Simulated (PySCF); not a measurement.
Excitations are Tamm–Dancoff values on a coarser integration grid. The basis has no diffuse functions, so Rydberg states are missing or too high.

Z-matrix (Å, degrees):
```
Al
Br 1 2.2327
Br 1 2.2327 2 119.39
I 1 2.4423 2 120.31 3 180.00
```
Charge 0, multiplicity 1.

### Question
Give the total energy, S1–T1 gap (TDA) and HOMO–LUMO gap at the level PySCF 2.14.0 with ωB97X-D3(BJ)/def2-TZVP // PBE0-D3(BJ)/def2-TZVP.

### Answer

```json
{
 "total_energy": "-5688.6077 Ha",
 "S1–T1 gap (TDA)": "0.36 eV",
 "HOMO–LUMO gap": "10.68 eV"
}
```
